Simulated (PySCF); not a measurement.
# Correlation energy of Zn+ (zinc, charge +1)

[Ar] 3d10 4s1, 2S determinant. All numbers are calculated (PySCF 2.14, the non-relativistic Hamiltonian (point nucleus), in 6-31G*). Frozen: [Ar]; 11 electrons correlated.

MP2 pair energies summed by pair of shells (mhartree):

| pair | energy | share (%) |
| --- | --- | --- |
| 3d-3d | -203.43 | 94.1 |
| 3d-4s | -12.72 | 5.9 |

Total MP2 correlation energy: -216.15 mhartree.

Same-spin part -79.24 and opposite-spin part -136.91 mhartree; SCS-MP2 scales them by 1/3 and 6/5 to -190.71 mhartree.

```csv
level,correlation energy (mhartree)
CCSD,-195.07
(T),-5.49
CCSD(T),-200.56
```

Diagnostics: T1 = 0.0061, D1 = 0.0132, largest double amplitude 0.028.

Cost of the coupled-cluster step: 0.2 s of wall time on 1 thread of Intel(R) Xeon(R) 6975P-C (shared host), for 11 correlated electrons.

Iterations:

```
CC2 = 0
CCSD nocc = (np.int64(6), np.int64(5)), nmo = (25, 25)
frozen orbitals [[0, 1, 2, 3, 4, 5, 6, 7, 8], [0, 1, 2, 3, 4, 5, 6, 7, 8]]
max_cycle = 100
direct = 0
conv_tol = 1e-08
conv_tol_normt = 1e-06
diis_space = 8
diis_start_cycle = 0
Init t2, MP2 energy = -0.216149221982201
Init E_corr(UCCSD) = -0.216149222040492
cycle = 1  E_corr(UCCSD) = -0.188815832147105  dE = 0.0273333899  norm(t1,t2) = 0.0438626
cycle = 2  E_corr(UCCSD) = -0.196123094752727  dE = -0.00730726261  norm(t1,t2) = 0.0120097
cycle = 3  E_corr(UCCSD) = -0.19489786983601  dE = 0.00122522492  norm(t1,t2) = 0.00338631
cycle = 4  E_corr(UCCSD) = -0.195068876910965  dE = -0.000171007075  norm(t1,t2) = 0.00101299
cycle = 5  E_corr(UCCSD) = -0.1950753632558  dE = -6.48634484e-06  norm(t1,t2) = 5.8536e-05
cycle = 6  E_corr(UCCSD) = -0.195072080622877  dE = 3.28263292e-06  norm(t1,t2) = 1.36435e-05
cycle = 7  E_corr(UCCSD) = -0.195072178733264  dE = -9.81103871e-08  norm(t1,t2) = 3.28672e-06
cycle = 8  E_corr(UCCSD) = -0.195072355753452  dE = -1.77020188e-07  norm(t1,t2) = 8.25262e-07
cycle = 9  E_corr(UCCSD) = -0.19507235499907  dE = 7.54382112e-10  norm(t1,t2) = 8.10011e-08
UCCSD converged
E(UCCSD) = -1777.404202925643  E_corr = -0.1950723549990695
UCCSD(T) correction = -0.00548869942095369
```
